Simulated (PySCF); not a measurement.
A calculated (PBE, PySCF 2.14, def2-TZVPPD, the non-relativistic Hamiltonian (point nucleus)) atom or ion has these occupied shells.

| shell | electrons | orbital energy (eV) | rms radius, mean of both spins (bohr) |
| --- | --- | --- | --- |
| 1s α | 1 | -6971.1 | 0.0684 |
| 1s β | 1 | -6971.0 | 0.0684 |
| 2s α | 1 | -845.16 | 0.293 |
| 2s β | 1 | -842.48 | 0.293 |
| 2p α | 3 | -734.39 | 0.262 |
| 2p β | 3 | -732.37 | 0.262 |
| 3s α | 1 | -131.10 | 0.873 |
| 3s β | 1 | -125.04 | 0.873 |
| 3p α | 3 | -98.549 | 0.921 |
| 3p β | 3 | -92.594 | 0.921 |
| 3d α | 5 | -45.415 | 1.09 |

Q: Name the element and its charge.

A: Fe³⁺ (iron, charge +3), in [Ar] 3d5, high-spin 6S determinant.
